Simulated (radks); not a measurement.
Mg IX, configuration [He] 2s2.

Calculated with a radial shooting solver on a logarithmic mesh with Libxc functionals: scalar-relativistic Kohn-Sham, BLYP, spin-polarised, spherical densities, finite nucleus; Fermi nuclear charge, rms radius 3.057 fm.

Energy parts (Ry):
| part | energy |
|---|---|
| total | -324.79666 |
| kinetic | 325.70868 |
| electron-nucleus | -684.76725 |
| Hartree | 53.01213 |
| exchange-correlation | -18.75022 |

Orbitals (lengths in bohr, moments of r in powers of bohr; r(90%) holds 90 % of the orbital's charge):
| orbital | occ. | eigenvalue (Ry) | <1/r> | r(90%) |
|---|---|---|---|---|
| 1s | 2 | -115.6900 | 11.68 | 0.232 |
| 2s | 2 | -22.76174 | 2.584 | 0.877 |

The highest occupied level is 2s at -309.69 eV. For comparison, the ionisation energy in NIST's Atomic Spectra Database is 327.99 eV (semi-empirical). In exact Kohn-Sham theory the highest level is minus the ionisation energy, but local and semilocal functionals leave it too shallow, through self-interaction and a potential that decays too fast; potentials with the right tail come closer. The electron density at the nucleus is 1206 e/bohr^3 (large components only). The density falls to 0.001 e/bohr^3 at r = 1.48 bohr.
